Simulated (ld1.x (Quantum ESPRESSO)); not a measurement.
**neon (Ne), TM: configuration errors across variants**

Ne, norm-conserving Troullier–Martins (Kleinman–Bylander form), made with ld1.x (Quantum ESPRESSO) 7.5 (PBEsol, scalar-relativistic). Core [He], reference 2s2 2p6. Waves: 2s (bound): rc 0.65 bohr; 3d channel at 0.1 Ry: rc 1.35 bohr; 2p (bound): rc 1.40 bohr. Local part: the p channel. Core correction: a·sin(br)/r model core inside 0.60 bohr.

All-electron excitation energies from the reference (eV): (1) 2s2 2p5 22.399; (2) 2s2 2p4 65.559; (3) 2s2 2p3 132.845; (4) 2s2 2p5.5 8.833; (5) 2s1 2p6 45.670; (6) 2s2 2p2 227.284.

Errors AE − PS in meV (a dash: test not solved or not reliable):

| change | (1) | (2) | (3) | (4) | (5) | (6) | bound ghosts |
| --- | --- | --- | --- | --- | --- | --- | --- |
| base | -24 | +46 | +635 | -8.4 | -149 | +2444 | none |
| core correction none | -24 | +47 | +636 | -8.4 | -150 | +2450 | none |
| core correction a·sin(br)/r model core inside 0.26 bohr | -24 | +46 | +631 | -8.5 | -154 | +2435 | none |
| core correction a·sin(br)/r model core inside 0.38 bohr | -24 | +42 | +618 | -8.5 | -153 | +2399 | none |
| core correction a·sin(br)/r model core inside 0.52 bohr | -24 | +46 | +632 | -8.4 | -150 | +2435 | none |
| core correction a·sin(br)/r model core inside 0.58 bohr | -24 | +46 | +634 | -8.4 | -149 | +2443 | none |
| core correction a·sin(br)/r model core inside 0.70 bohr | -24 | +47 | +636 | -8.4 | -150 | +2448 | none |
| core correction a·sin(br)/r model core inside 0.80 bohr | -24 | +47 | +636 | -8.4 | -150 | +2450 | none |

Task: Give the same row for: core correction a·sin(br)/r model core inside 0.44 bohr.

Result: -24, +44, +623, -8.5, -152, +2410; bound ghosts: none.
